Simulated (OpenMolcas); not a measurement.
A run on Co2+ with its 8 nearest fluoride ions at 2.115 Å, on the Ca site of CaF2 (a = 5.46294 Å, distance in the model lattice 2.366 Å). The rest of the host is ab initio model potentials to 7.6 Å and point charges beyond; the distance is set by hand and nothing relaxes. Ligand basis ANO-RCC-VDZP.
```
Co    0.0000    0.0000    0.0000
F     1.2211    1.2211    1.2211
F     1.2211    1.2211   -1.2211
F     1.2211   -1.2211    1.2211
F     1.2211   -1.2211   -1.2211
F    -1.2211    1.2211    1.2211
F    -1.2211    1.2211   -1.2211
F    -1.2211   -1.2211    1.2211
F    -1.2211   -1.2211   -1.2211
```

* Program: OpenMolcas 26.06
* Method: SS-CASPT2, IPEA 0.25 Eh, imaginary shift 0.1 Eh (closed shells correlated: 3s 3p and the ligand valence shells)
* Basis: ANO-RCC-VDZP [5s4p2d1f]
* Scalar Hamiltonian: DKH2, point nucleus
* Active space: 7 electrons in 5 orbitals (3d)
* State averaging: 2S+1 = 4 even, 10 roots; 2S+1 = 2 even, 40 roots
* Spin-orbit coupling: RASSI with atomic mean-field integrals over the reference wave functions

146 basis functions. Blocks (2S+1, parity, CSFs, roots kept): 4, even, 10, 10; 2, even, 40, 40.

Question: How long do the CASPT2 steps take on 1 thread of Arm Neoverse V1 (shared host)?

Answer: About 3.7 min of wall time, without the integral step.
